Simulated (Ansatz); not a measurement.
A structure relaxed at PBE-D4/def2-SVP in Ansatz, charge 0, singlet:

```xyz
10

Ga   -0.353   -1.423   -0.356
Ga    2.118   -0.808    0.294
Ga   -2.362    1.518   -0.123
Ga    0.849    1.494   -0.002
O    -1.770   -0.399    0.510
O     1.060   -2.275    0.532
O    -2.138   -1.286   -0.760
O     0.878   -0.117   -1.067
O    -0.647    2.407    0.051
O     2.364    0.890    0.921
```

Task: Give its formula.

Result: Ga4O6 (the lowest singlet isomer of a short search).

Task: Summarise the bond lengths by kind (pairs closer than 1.2 times the sum of covalent radii, bridged metal pairs left out).

Result: 12 × Ga–O 1.75 to 2.10 Å.

The restricted singlet is unstable towards broken spin symmetry in Hartree–Fock (as tested in another run); at PBE-D4/def2-SVP this wasn't settled. The structure comes from a short search, and lower isomers may exist.
